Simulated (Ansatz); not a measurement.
Two isomers of CH7FN2Si: A = `C[Si](N)(N)F`, B = `CN[SiH](N)F`.

Calculated with Ansatz (gas phase, PBE0-D4/def2-TZVP geometries, no zero-point term in ΔE). CBS: MP2 limit from def2 TZ/QZ plus the TZ coupled-cluster correction, frozen cores. DFT in def2-TZVPP. Each species was taken in one conformer, which may not be the lowest.

(1) Which isomer does CCSD(T)/CBS put lower? Give the gap. (Estimate.)

(2) Give E(B) − E(A) in kJ/mol with PBE-D4, MP2/def2-TZVPP, PBE0-D4, CCSD/def2-TZVPP, CCSD(T)/def2-SVP, LDA (SPW92), HF/def2-TZVPP. (Best estimate.)

(3) Does the order hold for the free energy at 298.15 K (harmonic terms from PBE0-D4)? (Best estimate.)

Largest T1 diagnostic: 0.010.

Answers

(1) Ansatz gave: A, by 89.9 kJ/mol.

(2) The calculation gave: PBE-D4 86.8, MP2/def2-TZVPP 90.8, PBE0-D4 88.5, CCSD/def2-TZVPP 86.9, CCSD(T)/def2-SVP 68.0, LDA (SPW92) 86.1, HF/def2-TZVPP 80.6. None reverses the order clearly.

(3) The calculation gave: Yes: G(B) − G(A) = +90.7 kJ/mol, for one conformer each.

Leaving LDA and LC-ωPBE aside and taking each functional with its dispersion term where it has one, the values, not all of them listed here, spread over 9.2 kJ/mol, from BLYP-D4 to B97M-V. From BLYP to BHLYP (50 % exact exchange), in def2-TZVPP and without D4, E(B) − E(A) moves by +3.2 kJ/mol.
